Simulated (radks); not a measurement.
Values are calculated unless marked as measured or tabulated.
Ionisation of Tc33+, [Ne], to Tc34+, [He] 2s2 2p5, under several functionals. Scalar-relativistic Kohn-Sham, spin-polarised, spherical densities, point nucleus; open shells are filled with parallel spins first (spin-orbit coupling, left out, can overturn this in heavy ions); a radial shooting solver on a logarithmic mesh with Libxc functionals.

| functional | E(Tc33+) (hartree) | Exc (hartree) | IE (eV) | -e(HOMO) (eV) | <r> HOMO (bohr) | IE error (eV) |
|---|---|---|---|---|---|---|
| LDA (Slater exchange, Perdew-Zunger correlation) | -3404.84414 | -67.33443 | 4540.5 | 4454.7 | 0.1273 | +35.5 |
| BLYP | -3409.78373 | -72.31202 | 4543.6 | 4457.9 | 0.1273 | +38.6 |
| OLYP | -3409.98511 | -72.53684 | 4547.2 | 4462.1 | 0.1272 | +42.2 |
| LDA (Slater exchange, Perdew-Wang correlation) | -3404.83990 | -67.33011 | 4540.5 | 4454.7 | 0.1273 | +35.5 |
| SOGGA | -3407.17076 | -69.68138 | 4541.1 | 4455.4 | 0.1273 | +36.1 |
| revPBE | -3409.61010 | -72.13949 | 4543.0 | 4457.3 | 0.1273 | +38.0 |
| LDA (Slater exchange, VWN5 correlation) | -3404.84419 | -67.33439 | 4540.5 | 4454.7 | 0.1273 | +35.5 |

NIST Atomic Spectra Database: 4505 eV (semi-empirical). Closest: LDA (Slater exchange, Perdew-Wang correlation). The Delta-SCF values span 6.67 eV, the total energies 5.15 hartree. The highest occupied level is 2p. Open shells are spherical and high-spin; term and fine-structure splittings are not resolved.
